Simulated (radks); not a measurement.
Valence configurations of V+ (all share [Ar]). Calculated with a radial shooting solver on a logarithmic mesh with Libxc functionals: non-relativistic Kohn-Sham, BLYP, spin-polarised, spherical densities, point nucleus; open shells are filled with parallel spins first. Energies are relative to 3d4; eigenvalues in eV for spin up.

valence          E (eV)  moment (Bohr magnetons)    e(3d)    e(4p)    e(4s)
3d4               0.000                        4   -9.758        -        -
3d3.5 4s0.5       0.256                        4  -11.543        -  -10.506
3d3 4s1           1.073                        4  -13.573        -  -11.306
3d3.5 4p0.5       2.237                        4  -12.108   -6.894        -
3d3 4s0.5 4p0.5   3.162                        4  -14.139   -7.459  -11.649
3d2.5 4s1.5       3.167                        3  -15.851        -  -11.919
3d3 4p1           5.263                        4  -14.692   -7.755        -
3d2 4s2           5.920                        2  -18.331        -  -12.519
3d2 4s1.5 4p0.5   7.835                        3  -18.912   -8.476  -13.091
3d1 4s0.5 4p2.5  24.955                        4  -26.352  -10.775  -16.033

NIST lists [Ar] 3d4 as the ground configuration; this level of theory agrees among the configurations tried. The energies are those of spherical high-spin densities, not of single terms.
